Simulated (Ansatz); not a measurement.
Cl3Ti (SMILES [Cl][Ti]([Cl])[Cl]), doublet, at a GFN2-xTB geometry (such geometries of metal compounds can be far from the true shape). Base run: B3LYP/3-21G run with Ansatz (a quantum-chemistry and plane-wave program).

Geometry (Å):
```xyz
4

Ti    -0.0731    -0.2589    -0.1796
Cl     2.0263    -0.1198    -0.4011
Cl    -0.7454    -0.8251     1.7448
Cl    -1.1862     1.2801    -1.1114
```
Charge 0, spin multiplicity 2.
Orbitals are unrestricted.
All else is at Ansatz's defaults.

Variants of this job, named by their change:

```
change                                                                basis functions       E (Eh)
--------------------------------------------------------------------  ---------------  -----------
base                                                                               68  -2219.57071
basis = ANO-RCC-VDZP; relativity = none                                            88  -2227.56790
basis = cc-pVTZ-DK; relativity = none                                             170  -2227.57474
basis = ANO-RCC-VDZP; relativity = spin-free X2C                                   88  -2239.01151
basis = cc-pVTZ-DK; relativity = spin-free X2C; nucleus = Gaussian                170  -2239.01777
basis = ANO-RCC-VDZP; relativity = spin-free X2C; nucleus = Gaussian               88  -2239.00818
basis = cc-pVDZ-DK; relativity = spin-free X2C                                     97  -2238.96433
basis = cc-pVTZ-DK; relativity = spin-free X2C                                    170  -2239.02111
basis = cc-pVDZ-DK; relativity = none                                              97  -2227.63540
basis = cc-pVDZ-DK; relativity = spin-free X2C; nucleus = Gaussian                 97  -2238.96105
```

Total energies compare only within one method and basis.

Ansatz warned in this series: the basis is contracted for relativity, which the run leaves out.

Basis sets contracted for a relativistic Hamiltonian are a mismatch without it, so the rows without relativity aren't non-relativistic limits. No row has spin-orbit coupling; sets with core potentials leave out the core electrons.
